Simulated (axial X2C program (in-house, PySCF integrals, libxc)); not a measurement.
# Potential curves of BeP⁺, with spin–orbit coupling

All values were computed with an in-house all-electron X2C program for linear molecules (integrals from PySCF). Two-component (2c) means X2C with spin–orbit coupling and atomic mean-field two-electron Coulomb and Gaunt terms. Basis: P dyall-v3z [8s7p2d1f], Be dyall-cv3z [8s8p3d1f] (cores contracted in-house); Gaussian nuclei, density fitting, unrestricted open shells. Masses: P 30.974 u, Be 9.012 u.

State: Ω = 1 (⟨Sz⟩ = 1.00, ⟨Lz⟩ = 0.00 at PBE0). Energies in kJ/mol from the fragments at the same level (P + Be+). Fits are polynomials in 1 − R0/R over 0.85 to 1.23 times the lowest point R0.

| R (Å) | PBE0 | PBE |
| --- | --- | --- |
| 1.7565 | -202.43 | -215.87 |
| 1.8373 | -234.29 | -249.04 |
| 1.8979 | -247.89 | -263.67 |
| 1.9584 | -254.82 | -271.59 |
| 2.0190 | -256.62 | -274.36 |
| 2.0897 | -253.88 | -272.66 |
| 2.1603 | -247.46 | -267.11 |
| 2.2512 | -235.75 | -256.22 |
| 2.3622 | -218.72 | -239.64 |
| 2.5238 | -192.50 | -213.17 |

The state is one determinant whose occupation by symmetry is held fixed; it was picked as the lowest of a PBE0 search that is not exhaustive. Dissociation energies refer to the lowest single-determinant-based atoms at the same level and basis. Density functionals use the spin component along the axis (collinear). PBE0 can misorder states that lie within some tenths of an eV, so this need not be the ground state of the molecule. The nearest other 2c determinant of the search, Ω = 0, lies 0.93 eV up at the distance of the search. With several unpaired electrons one determinant need not be a pure state. Open-shell Ω = 0 determinants with evenly filled partner blocks cannot be reached by this program, so the Ω shown need not be the lowest component. This is the Ω = 1 component of a π² triplet; the 0⁺ component is not one determinant and can lie lowest.

(1) What are Re, ωe and De at the PBE0 level?

(2) Fit the PBE curve near its minimum: give the equilibrium distance, the harmonic wavenumber and the well depth.

Answers

(1) At PBE0, 2c: Re = 2.014 Å, ωe ≈ 660 cm⁻¹, De = 2.66 eV to P + Be+; Be follows as 0.595 cm⁻¹.

(2) At PBE, 2c: Re = 2.028 Å, ωe ≈ 644 cm⁻¹, De = 2.84 eV to P + Be+; Be follows as 0.587 cm⁻¹.
